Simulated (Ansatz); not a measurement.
Computed with Ansatz.

Basis-set series for AlBCl₂H₂O (`B[O][Al]([Cl])[Cl]`). Charge 0, multiplicity 1. Geometry: relaxed with PBE0-D4/def2-TZVP. It is one conformer, not always the lowest.

```tsv
functional	basis	functions	energy (Eh)	HOMO (eV)	LUMO (eV)
PBE0-D4	def2-SVP	92	-1263.36144	-8.33	-0.89
PBE0-D4	def2-QZVPP	384	-1263.92476	-8.41	-1.20
ωB97M-V	def2-SVP	92	-1263.80456	-10.61	0.84
ωB97M-V	def2-QZVPP	384	-1264.36431	-10.75	0.34
```

Give the rows for def2-TZVPP. (Estimate.)

The calculation gave: 
```tsv
functional	basis	functions	energy (Eh)	HOMO (eV)	LUMO (eV)
PBE0-D4	def2-TZVPP	216	-1263.88386	-8.39	-1.06
ωB97M-V	def2-TZVPP	216	-1264.32562	-10.73	0.63
```

Positive LUMOs are unbound and depend on the basis.
